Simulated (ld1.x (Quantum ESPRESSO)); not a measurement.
## Before and after: TM potential for carbon (C)

* Element: carbon (C)
* Generator: ld1.x (Quantum ESPRESSO) 7.5
* Type: norm-conserving Troullier–Martins (Kleinman–Bylander form)
* Functional: PBE
* Relativity: scalar-relativistic
* Frozen core: [He]
* Valence charge: 4
* Reference configuration: 2s1 2p0 (charge +3)
* Partial waves: 2s (bound): rc 0.85 bohr; 2p (bound, empty): rc 2.55 bohr; 3d channel at 0.15 Ry: rc 2.60 bohr
* Local potential: all-electron potential smoothed inside 0.80 bohr (lloc = -1)
* Core correction: a·sin(br)/r model core inside 0.60 bohr

Change: wave 2s (bound): rc 0.85 bohr becomes 2s (bound): rc 0.58 bohr.

Cutoffs: the cutoffs (Ry, on a coarse ladder) from which the occupation-weighted sum of valence levels, in a spherical-Bessel basis at the reference potential, stays within 10 and 1 mRy of its value at 400 Ry; they do not see the model core or the augmentation charge, which bear on the density cutoff. Errors are all-electron minus pseudo energies relative to the spin-unpolarised reference configuration.

Question: What does the change do?

Answer: A bound ghost appears in s, which as a rule spoils a file; of the 7 tests that both files solve, the error grows in 1 and shrinks in 0 by more than 15 % and 0.3 meV (median size 1434.4 → 1468.9 meV); the range in which the s phases agree narrows (upper end 2.6 → -1.5).

```csv
quantity,base,changed
"cutoffs, loose and tight","45 Ry, 120 Ry",not determined
bound ghosts,none,s
"error for 2s2 2p2, meV [ΔE -83.21 eV]",+1434,+1469
"error for 2s2 2p1, meV [ΔE -72.35 eV]",+826,+852
"error for 2s2 2p0, meV [ΔE -48.19 eV]",+55,+72
"error for 2s2 2p2.3, meV [ΔE -84.37 eV]",+1522,+1559
"error for 2s1 2p2, meV [ΔE -63.60 eV]",+1495,+1537
"error for 2s1 2p3, meV [ΔE -74.73 eV]",+2040,+2099
"error for 2s2 2p1.5, meV [ΔE -79.25 eV]",+1184,+1214
s: phases at 2.86 bohr within 0.05 rad from the reference energy up to (Ry; the scan ends near 5),2.6,-1.5
p: phases at 2.86 bohr within 0.05 rad from the reference energy up to (Ry; the scan ends near 5),-1.8,-1.8
d: phases at 2.86 bohr within 0.05 rad from the reference energy up to (Ry; the scan ends near 5),1.5,1.5
```

 A true bound ghost makes a file unfit for plane-wave use even where its test errors are small: the radial tests pick states by their node count and pass the ghost by.
